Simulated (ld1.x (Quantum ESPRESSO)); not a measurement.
## silicon: one change to a TM potential, before and after

```json
{
 "Element": "silicon",
 "Generator": "ld1.x (Quantum ESPRESSO) 7.5",
 "Type": "norm-conserving Troullier–Martins (Kleinman–Bylander form)",
 "Functional": "PBE",
 "Relativity": "scalar-relativistic",
 "Frozen core": "[Ne]",
 "Valence charge": "4",
 "Reference configuration": "3s2 3p2",
 "Partial waves": "3p (bound): rc 2.30 bohr; 3s (bound): rc 1.30 bohr",
 "Local potential": "the s channel",
 "Core correction": "Bessel-smoothed model core, default radius (core density twice the valence density)"
}
```

All-electron outer shells of the reference configuration (PBE, scalar-relativistic, ld1.x):

```csv
shell,level (eV),outermost node (bohr),outermost maximum (bohr)
2s,-139.50,0.15,0.45
2p,-95.56,–,0.39
3s,-10.81,0.72,1.80
3p,-4.08,0.72,2.17
```

Change: all radii but the core radius scaled by about 0.84 (s 1.10, p 1.94 bohr).

Cutoffs: the cutoffs (Ry, on a coarse ladder) from which the occupation-weighted sum of valence levels, in a spherical-Bessel basis at the reference potential, stays within 10 and 1 mRy of its value at 400 Ry; they do not see the model core or the augmentation charge, which bear on the density cutoff. Errors are all-electron minus pseudo energies relative to the spin-unpolarised reference configuration.

Q: Predict the effect on cutoff, ghosts and configuration errors.

A: The potential gets harder (40 Ry and 90 Ry → 90 Ry and 260 Ry); of the 7 tests that both files solve, the error grows in 6 and shrinks in 0 by more than 15 % and 0.3 meV (median size 6.6 → 13.1 meV); neither file shows a bound ghost. A smaller radius makes the pseudo-wave follow the all-electron one further in, where it bends more sharply, so more plane waves are needed. That the errors move this way runs against the usual rule that smaller radii transfer better.

| quantity | base | changed |
| --- | --- | --- |
| cutoff, loose | 40 Ry | 90 Ry |
| cutoff, tight | 90 Ry | 260 Ry |
| loose cutoff by channel (10 mRy a level) | p 6 Ry, s 35 Ry | p 6 Ry, s 70 Ry |
| bound ghosts | none | none |
| error for 3s2 3p1, meV [ΔE 7.74 eV] | +3.1 | +5.4 |
| error for 3s2 3p0, meV [ΔE 23.73 eV] | +19 | +33 |
| error for 3s1 3p0, meV [ΔE 57.70 eV] | +62 | +145 |
| error for 3s1 3p3, meV [ΔE 6.81 eV] | -2.0 | -6.4 |
| error for 3s1 3p2, meV [ΔE 15.17 eV] | +6.6 | +13 |
| error for 3s0 3p4, meV [ΔE 13.78 eV] | -8.6 | -37 |
| error for 3s2 3p2.3, meV [ΔE -0.93 eV] | +0.2 | +0.2 |
